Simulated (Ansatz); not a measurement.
Species: C₂H₄I, charge 0, doublet. C2H4I (SMILES I[CH]C, doublet).
B3LYP-D3(BJ)/def2-TZVP minimum from Ansatz (a first-principles code):
```xyz
7

C     -2.4677    -0.2928    -0.1800
C     -1.1266    -0.8089    -0.5363
I      0.5852     0.1616     0.1119
H     -2.5401    -0.0488     0.8820
H     -3.2291    -1.0403    -0.4166
H     -2.7202     0.6210    -0.7354
H     -0.9609    -1.4842    -1.3621
```
Charge 0, spin multiplicity 2.

Total energies in hartree (Ansatz). Radicals and triplets start from unrestricted determinants; spin-orbit coupling is neglected. Cores are frozen in correlated methods (noble-gas shells, and filled d and f shells in the p block). Past Kr the def2 sets carry scalar-relativistic core potentials. Where a partner has so few electrons that a lower coupled-cluster level is exact, that level stands in. Spin-orbit terms, left out, reach several kcal/mol for Br and I, and more for heavier atoms.

| species | HF/def2-TZVPP | CCSD(T)/def2-TZVPP | HF/def2-QZVPP | CCSD(T)/def2-QZVPP | CCSD(T)/def2-SVP | CCSDT(Q)/def2-SVP |
|---|---|---|---|---|---|---|
| 1: C2H4I (SMILES C[CH]I, doublet) | -374.70966 | -375.22958 | -374.71478 | -375.27283 | -375.02089 | -375.02254 |
| 2: C (triplet) | -37.69248 | -37.78103 | -37.69363 | -37.78651 | -37.71541 | -37.71574 |
| 3: I (doublet) | -296.65857 | -296.79430 | -296.65973 | -296.81374 | -296.74085 | -296.74112 |
| 4: H (doublet) | -0.49981 | -0.49981 | -0.49998 | -0.49998 | -0.49928 | -0.49928 |

### Question
Work out the atomisation energy (electronic, to ground-state atoms) in kcal/mol: take Hartree-Fock from def2-QZVPP, extrapolate the CCSD(T) correlation energy as X^-3 (X = 3, 4), and add CCSDT(Q) - CCSD(T) in def2-SVP. 1 hartree = 627.51 kcal/mol.

### Answer

Species 1: correlation (64·(-0.55805) - 27·(-0.51992))/37 = -0.58587; step -0.00165; E1 = -374.71478 + (-0.58587) + (-0.00165) = -375.30230
Species 2: correlation (64·(-0.09288) - 27·(-0.08855))/37 = -0.09604; step -0.00033; E2 = -37.69363 + (-0.09604) + (-0.00033) = -37.79000
Species 3: correlation (64·(-0.15401) - 27·(-0.13573))/37 = -0.16735; step -0.00027; E3 = -296.65973 + (-0.16735) + (-0.00027) = -296.82735
Species 4: correlation (64·(0.00000) - 27·(0.00000))/37 = 0.00000; step +0.00000; E4 = -0.49998 + (0.00000) + (+0.00000) = -0.49998
-1·E1 +2·E2 +1·E3 +4·E4 = 0.89503 hartree = 561.6 kcal/mol.
